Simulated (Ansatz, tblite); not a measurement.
Isomers of GeO$_{3}$H$_{2}$ (singlet), found by a short tight-binding search and relaxed with PBE-D4/def2-SVP in Ansatz.

The xTB rows come from tblite. Correlated methods freeze 12 core orbitals; core or outer-core shells of Ge are correlated, in sets that lack core-valence functions.

Run but left out: HF/def2-TZVPP (B: restricted singlet, unstable towards broken spin symmetry); HF/def2-TZVPP (C: restricted singlet, unstable towards broken spin symmetry).

A: At CCSD(T)/def2-TZVPP T1 of the charge 0 singlet is large (up to 0.021), so the single-reference result is doubtful. B: The restricted singlet is unstable towards broken spin symmetry in Hartree–Fock (as tested in another run); at PBE-D4/def2-TZVP, revPBE-D4/def2-TZVP, r2SCAN-D4/def2-TZVP, B97M-V/def2-TZVP and others this wasn't settled. At CCSD(T)/def2-TZVPP the restricted singlet (for correlated methods, its reference) is unstable: a solution with broken spin symmetry lies lower. C: The restricted singlet is unstable towards broken spin symmetry in Hartree–Fock (as tested in another run); at PBE-D4/def2-TZVP, revPBE-D4/def2-TZVP, r2SCAN-D4/def2-TZVP, B97M-V/def2-TZVP and others this wasn't settled. At CCSD(T)/def2-TZVPP the restricted singlet (for correlated methods, its reference) is unstable: a solution with broken spin symmetry lies lower.

Other spin states weren't relaxed.

A:

```xyz
6

Ge    0.255    0.618   -0.832
O     0.616    2.128   -1.383
O    -0.684   -1.035    1.021
O    -0.287    0.363    0.894
H    -0.126   -1.289    1.787
H     0.225   -0.786   -1.488
```

B:

```xyz
6

Ge    0.3539   -0.1742   -0.2293
O    -1.3246   -0.7341   -0.2726
O     0.6803    1.5731    0.0610
O     0.9809    0.5765    1.2830
H    -1.8805   -0.1830    0.3138
H     1.1902   -1.0584   -1.1558
```

C:

Cartesian coordinates in Å:
```
Ge 0.019 0.159 -0.240
O 0.584 1.743 0.386
O -0.006 -1.184 0.919
O -0.998 1.582 0.160
H 0.131 -2.043 0.476
H 0.269 -0.257 -1.701
```

Task: Estimate their order by electronic energy at PBE0-D4/def2-TZVP, counted from the lowest.

Result: B (0.00) < C (0.14) < A (0.93), in eV.

Task: Do the other levels pick the same lowest one?

Result: All that were run do. Energies above each level's lowest (eV):

| level | A | B | C |
| --- | --- | --- | --- |
| GFN1-xTB | 0.02 | 0.00 | 0.13 |
| GFN2-xTB | 0.15 | 0.00 | 0.09 |
| PBE-D4/def2-TZVP | 0.81 | 0.00 | 0.14 |
| revPBE-D4/def2-TZVP | 0.80 | 0.00 | 0.13 |
| r2SCAN-D4/def2-TZVP | 0.96 | 0.00 | 0.14 |
| B97M-V/def2-TZVP | 0.96 | 0.00 | 0.14 |
| PBE0-D4/def2-TZVP | 0.93 | 0.00 | 0.14 |
| MP2/def2-TZVPP | 1.06 | 0.00 | 0.15 |
| CCSD/def2-TZVPP | 1.08 | 0.00 | 0.14 |
| CCSD(T)/def2-TZVPP | 1.07 | 0.00 | 0.14 |
Point groups (tolerance 0.1 Å): A not assigned, B Cs, C Cs. B and C have the same bonds, so they are conformers or stereoisomers. Lower isomers may exist.
